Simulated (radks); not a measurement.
The nitrogen anion N2-, [He] 2s2 2p5, held by a Watson sphere: a shell of charge +2 at radius R that stands for the Madelung well of a crystal (potential energy -2/R inside, -2/r outside, in hartree with lengths in bohr). Method: scalar-relativistic Kohn-Sham, LDA (Slater exchange, VWN5 correlation), spin-unpolarised, spherical densities, point nucleus; computed with a radial shooting solver on a logarithmic mesh with Libxc functionals. Response by self-consistent Sternheimer equations with the Hartree and adiabatic LDA kernel, the relativistic mass of each level held fixed and spin-orbit coupling left out. The sphere does not respond.

R (bohr)  e(1s) (eV)  e(2s) (eV)  e(2p) (eV)  <r> 2p (bohr)  sum of <r^2> (bohr^2)  X-ray form factor at sin(theta)/lambda = 0.2 1/angstrom  alpha (bohr^3)
1.59         -375.80     -19.854      -8.467          1.555                  20.30                                                    5.284           11.97
1.97         -376.16     -18.227      -7.294          1.677                  23.42                                                    5.022           17.18
2.22         -376.26     -17.301      -6.592          1.752                  25.46                                                    4.893           21.73
2.55         -376.23     -16.267      -5.763          1.846                  28.18                                                    4.767           29.51
3.5          -375.74     -14.259      -3.976          2.093                  36.36                                                    4.592           68.95
3.71         -375.62     -13.960      -3.683          2.144                  38.30                                                    4.577           82.50
3.97         -375.47     -13.642      -3.361          2.206                  40.79                                                    4.564           102.6
